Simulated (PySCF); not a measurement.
# Correlation energy of Ir⁵⁸⁺ (iridium, charge +58)

Starting occupation: [Ar] 3d1, 3d3/2 with m_j = +3/2. Calculation: PySCF 2.14, in an even-tempered Gaussian basis (15 s from 18 bohr⁻², ratio 2.8; 12 p from 23 bohr⁻², ratio 2.8; 8 d from 23 bohr⁻², ratio 2.8; 3 f from 70 bohr⁻², ratio 3); X2C-1e with screened-nucleus spin-orbit coupling, Gaussian nucleus. Frozen: [Ne]; 9 electrons correlated; the 72 highest virtual spinors left out.

MP2 pair energies summed by pair of shells (mhartree):

```tsv
pair	energy	share (%)
3p3/2-3p3/2	-193.98	40.7
3p1/2-3p3/2	-126.40	26.5
3d3/2-3p3/2	-35.88	7.5
3p3/2-3s1/2	-34.60	7.3
3p1/2-3p1/2	-26.59	5.6
3d3/2-3p1/2	-18.89	4.0
3p1/2-3s1/2	-17.55	3.7
3s1/2-3s1/2	-13.97	2.9
3d3/2-3s1/2	-9.02	1.9
```

Total MP2 correlation energy: -476.87 mhartree.

At this charge the one-electron X2C treatment keeps the bare 1/r₁₂, with no two-electron picture change or Breit term. The effect here is smaller than on the frozen 1s shell.
